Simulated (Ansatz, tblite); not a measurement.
Isomers of Sr$_{2}$O$_{3}$⁻ (doublet), found by a short tight-binding search and relaxed with PBE0-D4/def2-SVPD in Ansatz.

In the def2 sets Sr takes a core potential; there is no spin–orbit coupling. The xTB rows come from tblite. B3LYP takes the VWN-RPA correlation. HSE06 is defined as in plane-wave codes, on full-range PBE exchange. Correlated methods freeze 3 core orbitals; core or outer-core shells of Sr are correlated, in sets that lack core-valence functions. In CCSD on the charge -1 doublet the largest single amplitude is 0.53, so its Hartree–Fock determinant may place the open shell otherwise than the density functionals do.

Run but left out: HF/def2-SVPD, MP2/def2-SVPD (C: a determinant that CCSD turns far, T1 0.071).

A: At PBE-D4/def2-TZVPD, r2SCAN-D4/def2-TZVPD, B3LYP-D4/def2-TZVPD, PBE0-D4/def2-TZVPD and others the highest occupied level of the charge -1 doublet lies above zero (up to 0.84 eV). It is a level of α spin, whose loss leaves a singlet; that state wasn't run at this geometry and level. The electron is either unbound and held by the finite basis, or the level is raised by self-interaction error. It holds 1 O–O bond. B: At PBE-D4/def2-TZVPD the highest occupied level of the charge -1 doublet lies above zero (up to 0.12 eV). It is a level of β spin, whose loss leaves a triplet; that state wasn't run at this geometry and level. The electron is either unbound and held by the finite basis, or the level is raised by self-interaction error. C: At PBE-D4/def2-TZVPD, r2SCAN-D4/def2-TZVPD, B3LYP-D4/def2-TZVPD, PBE0-D4/def2-TZVPD and others the highest occupied level of the charge -1 doublet lies above zero (up to 0.87 eV). By energy differences its removal costs 0.39 eV (vertical, to the charge 0 singlet, at PBE-D4/def2-TZVPD); a positive level beside a positive removal energy at the same level points to self-interaction error. At PBE-D4/def2-TZVPD, r2SCAN-D4/def2-TZVPD, HSE06-D4/def2-TZVPD the gap within one spin of the charge -1 doublet nearly closes, so an electron or hole may be smeared out by delocalisation error. At CCSD(T)/def2-SVPD T1 of the charge -1 doublet is large (up to 0.071), so the single-reference result is doubtful. It holds 1 O–O bond.

Other spin states were run for one of them alone.

A:

```tsv
atom	x (Å)	y (Å)	z (Å)
Sr1	0.6670	-0.4872	-1.2430
Sr2	-1.2726	-0.3840	1.4506
O3	-0.7752	-1.7684	-0.1865
O4	1.1795	1.6119	-0.4642
O5	0.2013	1.0278	0.4431
```

B:

```xyz
5

Sr    1.276    0.753   -1.913
Sr   -0.457   -0.270    0.684
O     1.683   -0.439   -0.162
O    -0.757    0.985   -1.228
O    -1.745   -1.029    2.619
```

C:

```xyz
5

Sr    1.169    0.966   -0.664
Sr   -0.719   -1.393    0.534
O    -1.156    0.709   -0.427
O    -0.565    0.922    0.924
O     1.272   -1.204   -0.367
```

Problem. Estimate their order by electronic energy at PBE0-D4/def2-TZVPD, counted from the lowest.

Solution. C (0.00) < B (0.22) < A (0.72), in eV.

Problem. Do the other levels pick the same lowest one?

Solution. Not CCSD/def2-SVPD, CCSD(T)/def2-SVPD. Energies above each level's lowest (eV):

| level | A | B | C |
| --- | --- | --- | --- |
| GFN1-xTB | 0.28 | 0.35 | 0.00 |
| GFN2-xTB | 0.72 | 1.82 | 0.00 |
| PBE-D4/def2-TZVPD | 0.75 | 0.34 | 0.00 |
| r2SCAN-D4/def2-TZVPD | 0.79 | 0.21 | 0.00 |
| B3LYP-D4/def2-TZVPD | 0.71 | 0.01 | 0.00 |
| PBE0-D4/def2-TZVPD | 0.72 | 0.22 | 0.00 |
| HSE06-D4/def2-TZVPD | 0.75 | 0.27 | 0.00 |
| CCSD/def2-SVPD | 0.72 | 0.00 | 0.14 |
| CCSD(T)/def2-SVPD | 0.70 | 0.00 | 0.10 |
Point groups (tolerance 0.1 Å): A Cs, B C2v, C C2v. Lower isomers may exist.
